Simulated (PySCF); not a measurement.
## Kr⁺ (krypton, charge +1) across methods

[Ar] 3d10 4s2 4p5, 2P determinant. All numbers are calculated (PySCF 2.14, no relativity, point nucleus, in def2-QZVPPD).

```
 method  E (hartree)  mean ε 4s β (eV)  mean ε 4p α (eV)  mean ε 4p β (eV)  Σ⟨r²⟩ (bohr²)   ⟨S²⟩
    PBE    -2752.891           -32.437           -19.979           -19.054          31.88  0.752
r2SCAN0    -2753.283           -35.044           -21.959           -20.889          31.74  0.755
wB97M-V    -2753.147           -37.320           -23.912           -22.972          31.97  0.752
 revPBE    -2753.066           -32.356           -19.954           -19.020          31.87  0.753
   PBE0    -2752.989           -34.657           -21.623           -20.614          31.81  0.753
    UHF  -2751.57421           -40.088           -25.534           -24.208          32.02  0.758
 r2SCAN    -2753.278           -33.040           -20.492           -19.473          31.74  0.754
    LDA    -2749.607           -32.711           -20.079           -19.186          31.85  0.751
  B97-3    -2753.067           -34.750           -21.654           -20.678          31.79  0.753
```
